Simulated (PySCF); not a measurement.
Stepwise substitution at one centre (B SiH3-I). Gas-phase values, no solvent. Strings in code marks are SMILES.

The dipole moment from two functionals at the same geometries (r2SCAN-D4/def2-TZVP), both in PySCF: PBE-D3(BJ)/def2-TZVP and r2SCAN-D4/def2-TZVP. 

```tsv
species	PBE-D3(BJ)/def2-TZVP (D)
0 of 3 SiH3 replaced by I	0.09
1 of 3 SiH3 replaced by I (`[SiH3]B(I)[SiH3]`)	0.23
2 of 3 SiH3 replaced by I (`[SiH3]B(I)I`)	0.13
3 of 3 SiH3 replaced by I (`IB(I)I`)	0.00
```

Q: What does r2SCAN-D4/def2-TZVP give for each?

A: 
- 0 of 3 SiH3 replaced by I: 0.11
- 1 of 3 SiH3 replaced by I (`[SiH3]B(I)[SiH3]`): 0.06
- 2 of 3 SiH3 replaced by I (`[SiH3]B(I)I`): 0.06
- 3 of 3 SiH3 replaced by I (`IB(I)I`): 0.00
Over these rows, drawn at random from the members with no instability flagged (it was tested for open shells, ions and some series alone), PBE minus r2SCAN-D4: mean +0.05 D, from -0.02 D to +0.17 D.
